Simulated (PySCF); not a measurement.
CH6ClFSi2, SMILES C[Si@@](F)([SiH3])Cl. Heavy atoms are numbered as in [CH3:1][Si@@:2]([F:3])([SiH3:4])[Cl:5]. Hydrogens are named by the atom that carries them.

Geometry: B3LYP-D3(BJ)/def2-SVP. The structure was generated by enumeration; whether it is a known compound was not checked.

Computed with PBE/pcSseg-1 run with PySCF.

GIAO shieldings, no solvent; atoms alike by connectivity are averaged. δ = σ(ref) − σ: ¹³C against TMS (σ = 182.0 ppm); ²⁹Si against TMS (σ = 335.4 ppm); ¹⁹F against CFCl3 (σ = 133.6 ppm); ³⁵Cl against HCl (σ = 936.5 ppm); ¹H against TMS (σ = 31.49 ppm), references at their B3LYP-D3(BJ)/def2-TZVP geometries, non-relativistic (without spin–orbit terms, shifts of atoms bonded to Cl or Br come out too high).

Q: Estimate the chemical shifts. (The exact figures need the calculation; the answer reports its results.)

A: 
```
nucleus       atoms  count  δ (ppm)
-------  ----------  -----  -------
¹³C        C1 (CH3)      1     10.4
²⁹Si            Si2      1     55.1
²⁹Si     Si4 (SiH3)      1   -112.3
¹⁹F              F3      1   -165.0
³⁵Cl            Cl5      1    122.0
¹H         H on Si4      3     3.78
¹H          H on C1      3     0.98
```
